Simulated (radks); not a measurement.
Neutral iridium inside a hard spherical wall (all orbitals vanish at R), configuration held at [Xe] 4f14 5d7 6s2 and not refilled when levels cross. All-electron calculation, scalar-relativistic Kohn-Sham, r2SCAN, spin-unpolarised, spherical densities, finite nucleus; meta-GGA in the generalised Kohn-Sham scheme; Fermi nuclear charge, rms radius 5.4032 fm. Program: a radial shooting solver on a logarithmic mesh with Libxc functionals. Eigenvalues in eV, with the zero of energy where the potential of the charges vanishes at infinity; a dash marks a level that is unbound or too diffuse for the functional's potential to be trusted. A positive occupied level is held by the wall or, in an anion where self-interaction has pushed it up, behind a barrier. The pressure on the wall is -dE/dV.

| R (bohr) | E (hartree) | kinetic (hartree) | e(4f) | e(5p) | e(5d) | e(6s) | e(6p, empty) | e(7s, empty) | pressure (GPa) |
|---|---|---|---|---|---|---|---|---|---|
| free | -17826.0782 | 19811.082 | -63.021 | -56.261 | -7.345 | -6.538 | -0.892 | - | 0 |
| 10 | -17826.0781 | 19811.083 | -63.012 | -56.252 | -7.336 | -6.530 | -0.794 | 2.573 | 0.00349 |
| 8 | -17826.0765 | 19811.100 | -62.928 | -56.167 | -7.258 | -6.456 | -0.497 | 5.042 | 0.0850 |
| 6 | -17826.0520 | 19811.283 | -62.205 | -55.462 | -6.621 | -5.774 | 1.043 | 12.506 | 2.34 |
| 5 | -17825.9735 | 19811.746 | -60.729 | -54.066 | -5.369 | -4.249 | 3.757 | 22.575 | 13.8 |
| 3.5 | -17825.1079 | 19815.700 | -52.137 | -46.479 | 1.889 | 6.731 | 20.198 | 70.583 | 297 |
| 3 | -17823.8428 | 19820.872 | -44.260 | -39.962 | 8.932 | 19.373 | 37.544 | 113.92 | 1010 |
| 2.5 | -17820.4117 | 19834.261 | -29.325 | -27.866 | 23.422 | 48.463 | 74.896 | 198.19 | 4200 |
| 1.5 | -17764.6743 | 20023.363 | 76.723 | 82.494 | 162.93 | 360.47 | 426.90 | 873.36 | 185000 |
